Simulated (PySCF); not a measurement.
CdI2, SMILES [I][Cd][I].

The structure is a stationary point at r2SCAN-D4/def2-SVP. The isomer is the one that the SMILES or the coordinates give; other isomers of the formula were not compared. The def2 effective core potentials stand for the cores of Cd, I; spin–orbit coupling is left out.

Calculation: IEF-PCM-PBE0/def2-SVP run with PySCF.

The values are the electrostatic part of the solvation free energy, E(continuum) − E(gas) at the gas-phase geometry, in a cavity of scaled van der Waals radii (PySCF's table); cavitation and dispersion terms are not included. A continuum can't describe solvent molecules that bind to the metal. In vacuum the orbital gap is 5.29 eV. The dipole moment in vacuum is 0.00 D.

| solvent | ε | ΔG(elec) (kcal/mol) | dipole (D) | gap (eV) |
|---|---|---|---|---|
| water | 78.36 | -13.9 | 0.00 | 5.83 |
| diethylether | 4.24 | -8.8 | 0.00 | 5.63 |
| acetone | 20.49 | -12.9 | 0.00 | 5.79 |
